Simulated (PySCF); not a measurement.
PySCF job for TeI2, SMILES I[Te]I, B3LYP-D3(BJ)/def2-SVP. The structure is a stationary point at B3LYP-D3(BJ)/def2-SVP. The def2 effective core potentials stand for the cores of I, Te; spin–orbit coupling is left out.

```python
import numpy as np
from pyscf import gto, scf, dft, df
from pyscf.hessian import thermo

mol = gto.M(
    atom='''
    Te    0.00000000    0.00000000    1.15827053
    I     0.00000000    2.12883079   -0.56820818
    I     0.00000000   -2.12883080   -0.56820818
    ''',
    basis='def2-SVP',
    ecp={'I': 'def2-svp', 'Te': 'def2-svp'},
    charge=0,
    spin=0,
    max_memory=1600,
    verbose=3,
)
mf = dft.RKS(mol, xc='b3lyp').density_fit(auxbasis='def2-universal-jkfit')
mf.disp = 'd3bj'
mf.grids.level = 3
mf.conv_tol = 1e-11
mf.max_cycle = 100
mf.kernel()

# [left out here: the lines that compute and print the analytic Hessian (its translational invariance restored by hand, since the grid's response is missing), thermochemistry and intensities]
```

Output:

```
converged SCF energy = -863.75288379142

WARN: DFTD3 does not support analytical Hessian, using finite difference


WARN: Mole.unit (angstrom) is changed to Bohr

Mode                                 0                   1                   2
Irrep
Freq [cm^-1]                       59.3061            194.4538            195.2062
Reduced mass [au]                 127.0442            127.2829            127.2260
Force const [Dyne/A]                0.2633              2.8357              2.8564
Char temp [K]                      85.3282            279.7757            280.8583
Normal mode                   x     y     z       x     y     z       x     y     z
       0  Te                 0.00  0.00  0.04   -0.00 -0.07  0.00   -0.00  0.00  0.06
       1   I                -0.00 -0.05 -0.02   -0.00  0.03 -0.03    0.00  0.03 -0.03
       2   I                 0.00  0.05 -0.02   -0.00  0.03  0.03    0.00 -0.03 -0.03
temperature 298.1500 [K]
pressure 101325.00 [Pa]
Rotational constants [GHz] 1.99677 0.43937 0.36013
Symmetry number 2
Zero-point energy (ZPE) 0.00102 [Eh]   2685.413 [J/mol]
                           tot       elec      trans        rot        vib
Entropy [J/mol/K]       345.064      0.000    182.876    125.189     36.999
Cv [J/mol/K]             48.658      0.000     12.472     12.472     23.714
Cp [J/mol/K]             56.972      0.000     20.786     12.472     23.714
Internal energy [J/mol]                      3718.434   3718.434   7813.711
Internal energy [Eh]   -863.74708  -863.75288
Enthalpy [J/mol]                             6197.391   3718.434   7813.711
Enthalpy [Eh]          -863.74613
Gibbs free energy [J/mol]                  -48327.074 -33606.652  -3217.457
Gibbs free energy [Eh] -863.78532
mode   freq/cm-1   IR/(km/mol)
   1       59.31         0.054
   2      194.45        16.775
   3      195.21         1.494
max |gradient| / (hartree/bohr): 0.00015645126226219368
APT charges: [ 0.5236 -0.2619 -0.2619]
```

The run converged.

Cost: around 60 core-seconds (rough).
